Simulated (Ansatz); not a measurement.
CH₅FInNSi, SMILES `[F][In]1[CH2][SiH2][NH]1`, 10 atoms. Total charge 0; spin multiplicity 1. Correlated methods include outer-core shells of In, which these sets cover unevenly. In: def2 effective core potential. All runs use 4 threads of an Arm Neoverse V2 on a shared host. Correlated methods freeze the cores.

Task: Give the basis size and wall time and peak host memory of each of these runs in Ansatz. RKS PBE0-D4/def2-TZVP frequencies; RHF-CCSD(T)/def2-SVP energy; RKS PBE-D4/def2-TZVPP energy and forces; RKS PBE0-D4/def2-TZVP relaxation (8 steps); RKS ωB97M-V/def2-SVP energy; RKS PBE0-D4/def2-SVP energy; RKS ωB97X-V/def2-TZVPP energy; RHF-CCSD(T)/def2-TZVPP energy; direct RPA on PBE orbitals/def2-TZVPP energy; RKS r2SCANh-D4/def2-TZVPP energy; RKS ωB97M-V/def2-QZVPP energy; RKS PBE-QIDH (frozen core)/def2-TZVPP energy. (Best estimate.)

Result: Computed: Other jobs shared the machine, so times are rough.

| level | job | functions | wall time | peak host memory (GiB) |
| --- | --- | --- | --- | --- |
| RKS PBE0-D4/def2-SVP | energy | 111 | 1.4 s | 0.25 |
| RKS PBE-D4/def2-TZVPP | energy and forces | 255 | 2.9 s | 0.35 |
| RKS ωB97M-V/def2-SVP | energy | 111 | 6 s | 0.38 |
| RKS r2SCANh-D4/def2-TZVPP | energy | 255 | 6.5 s | 0.73 |
| RKS PBE-QIDH (frozen core)/def2-TZVPP | energy | 255 | 7 s | 0.76 |
| direct RPA on PBE orbitals/def2-TZVPP | energy | 255 | 7.5 s | 0.74 |
| RHF-CCSD(T)/def2-SVP | energy | 111 | 8.5 s | 0.6 |
| RKS ωB97X-V/def2-TZVPP | energy | 255 | 9 s | 0.89 |
| RKS ωB97M-V/def2-QZVPP | energy | 473 | 21 s | 2.2 |
| RKS PBE0-D4/def2-TZVP | relaxation (8 steps) | 210 | 36 s | 0.62 |
| RKS PBE0-D4/def2-TZVP | frequencies | 210 | 2.7 min | 0.64 |
| RHF-CCSD(T)/def2-TZVPP | energy | 255 | 4.3 min | 6.2 |
